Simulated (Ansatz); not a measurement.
Input for Ansatz (a program for electronic structure): R-CCSD(T)/cc-pV(T+d)Z on CH5NOSi (SMILES CO[Si]N), a point of a torsion scan. Files ending in .json are basis or fitting sets from the Basis Set Exchange.

Ansatz 0.2 input:
```yaml
crystal:
  periodic: [false, false, false]
  atoms:
    - {symbol: C, position_ang: [-1.67432936, -0.06150810, 0.27948217]}
    - {symbol: O, position_ang: [-0.33817917, 0.14474875, 0.00108936]}
    - {symbol: Si, position_ang: [0.90102398, 0.40398473, 1.06607315]}
    - {symbol: N, position_ang: [2.10155564, 0.57624700, -0.13388981]}
    - {symbol: H, position_ang: [-2.23794424, 0.86589577, 0.12954793]}
    - {symbol: H, position_ang: [-1.83069827, -0.39812394, 1.30971576]}
    - {symbol: H, position_ang: [-2.06631188, -0.82154127, -0.40200846]}
    - {symbol: H, position_ang: [3.06861645, 0.75132772, 0.07013997]}
    - {symbol: H, position_ang: [1.90818222, 0.51179523, -1.12421110]}
basis:
  gaussian:
    orbitals: cc-pV_T+d_Z.json
magnetization: {spin_polarized: false}
correlation: {method: ccsd_t, electrons: outside_noble_gas}
scf: {lower_state_search: off}
```

Output:

```
WARN ansatz: RAYON_NUM_THREADS=1 ignored (pool sized by the plan → 1); use --threads N
Functional definition: HF
these checks for a lower state are left out or cut short: stability, starts, cluster_reference, orbital_swaps, neighbouring_geometries, increment
integrals: 0.79 GiB planned
1158 factors; integrals over basis functions are off by at most 1.1e-3 eV
mean field: 0.55 GiB planned
mean field evaluation 1: about -12489.6390 eV, gradient 4.5e1 eV
mean field evaluation 2: about -12489.8242 eV, gradient 4.5e1 eV
mean field evaluation 4: about -12493.9292 eV, gradient 3.8e0 eV
mean field evaluation 8: about -12493.9884 eV, gradient 3.2e-1 eV
mean field -12493.98880329 eV, -459.1456197911 hartree, gradient 2.0e-6 eV, S^2 0.000000; 0 other end points of the search recorded, 0 dependent functions left out
8 core orbitals not correlated
reference -12493.98880329 eV, -459.1456197911 hartree; 12, 12 occupied and 179, 179 virtual orbitals, 1158 factors
second order -19.82056203 eV of doubles, -0.00000000 eV of singles
coupled cluster: 1.12 GiB planned
cycle   1  -20.06390470 eV  change   -2.4e-1 eV  update   1.0e-1
cycle   2  -20.56551164 eV  change   -5.0e-1 eV  update   3.2e-2
cycle   3  -20.68791576 eV  change   -1.2e-1 eV  update   1.8e-2
cycle   4  -20.67210283 eV  change    1.6e-2 eV  update   4.3e-3
cycle   5  -20.66993231 eV  change    2.2e-3 eV  update   2.0e-3
cycle   6  -20.67065649 eV  change   -7.2e-4 eV  update   6.5e-4
cycle   7  -20.67021021 eV  change    4.5e-4 eV  update   2.5e-4
cycle   8  -20.67015815 eV  change    5.2e-5 eV  update   7.7e-5
cycle   9  -20.67019835 eV  change   -4.0e-5 eV  update   2.4e-5
cycle  10  -20.67019331 eV  change    5.0e-6 eV  update   8.3e-6
perturbative correction -0.80821622 eV, -0.0297013984 hartree
Total energy: -12515.46721282 eV, -459.9349367830 hartree
Checks for a lower state left out: stability, starts, cluster_reference, orbital_swaps, neighbouring_geometries, increment
```

The calculation finished and met its thresholds.

Cost: roughly 4 core-minutes.
